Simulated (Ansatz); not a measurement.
Molecule: C6H12Cl, net charge 0, doublet state. It need not be the lowest isomer of its formula. 
Coordinates optimised at B3LYP-D3(BJ)/def2-TZVP (Ansatz, a first-principles code):
SMILES: C[CH]CC[C@H](C)Cl
```xyz
19

C     -3.7479    -0.5303    -0.1761
C     -2.4151    -0.6652     0.4645
C     -1.1810    -0.2332    -0.2428
C      0.1044    -0.6608     0.4605
C      1.3865    -0.2606    -0.2488
C      2.6333    -0.8221     0.4052
Cl     1.5267     1.5641    -0.3085
H     -3.7440    -0.9247    -1.1982
H     -4.0570     0.5236    -0.2595
H     -4.5264    -1.0485     0.3853
H     -2.3594    -0.8655     1.5283
H     -1.1731     0.8612    -0.3601
H     -1.1862    -0.6258    -1.2692
H      0.1161    -1.7525     0.5505
H      0.1237    -0.2620     1.4786
H      1.3425    -0.5514    -1.2981
H      3.5321    -0.5024    -0.1201
H      2.7048    -0.4949     1.4432
H      2.5921    -1.9142     0.3896
```
Charge 0, spin multiplicity 2.

Total electronic energies in hartree. Valence correlation only, unless marked. UHF or UKS for open shells. Spin-orbit coupling is left out. No relativistic terms. Basis-set limits of correlation are two-point, X^-3; Hartree-Fock from the larger set. The bracket is a focal-point correction in the basis named.

| level | program | energy (Eh) |
|---|---|---|
| HF/STO-3G | Ansatz | -685.98814 |
| RI-HF/cc-pV(T+d)Z | Ansatz | -693.76408 |
| revPBE/def2-TZVPD | Ansatz | -695.95437 |
| B3LYP-D3(BJ)/def2-TZVPD | Ansatz + dftd3 | -696.16900 |
| B3LYP-D4/def2-TZVPD | Ansatz + dftd4 | -696.16552 |
| PBE0-D3(BJ)/def2-TZVPD | Ansatz + dftd3 | -695.68682 |
| PBE0-D4/def2-TZVP | Ansatz + dftd4 | -695.68403 |
| PBE0-D4/def2-TZVPD | Ansatz + dftd4 | -695.68557 |
| PBE0/def2-TZVP | Ansatz | -695.67111 |
| HSE06-D4/def2-TZVPD | Ansatz + dftd4 | -695.66176 |
| wB97X-V/def2-TZVPD | Ansatz | -695.98338 |
| B2GP-PLYP-D4/def2-TZVPD | Ansatz + dftd4 | -695.65833 |
| B2GP-PLYP/def2-TZVPD | Ansatz | -695.65182 |
| B2PLYP-D4/def2-TZVPD | Ansatz + dftd4 | -695.75623 |
| PBE-QIDH/def2-TZVPD | Ansatz | -695.54797 |
| MP2/STO-3G | Ansatz | -686.28752 |
| MP2/6-31G* | Ansatz | -694.53637 |
| RI-MP2/CBS(cc-pV(T+d)Z,cc-pV(Q+d)Z) | Ansatz | -695.1336 |
| SCS-MP2/STO-3G | Ansatz | -686.31853 |
| SCS-MP2/6-31G* | Ansatz | -694.52632 |
| SCS-MP2/cc-pV(T+d)Z | Ansatz | -694.97406 |
| CCSD/6-31G* | Ansatz | -694.62223 |
| RI-MP2/CBS(cc-pV(T+d)Z,cc-pV(Q+d)Z)+[CCSD(T)-MP2]/cc-pV(T+d)Z | Ansatz | -695.2676 |

Totals of different functionals don't rank their quality; only differences between species are comparable.
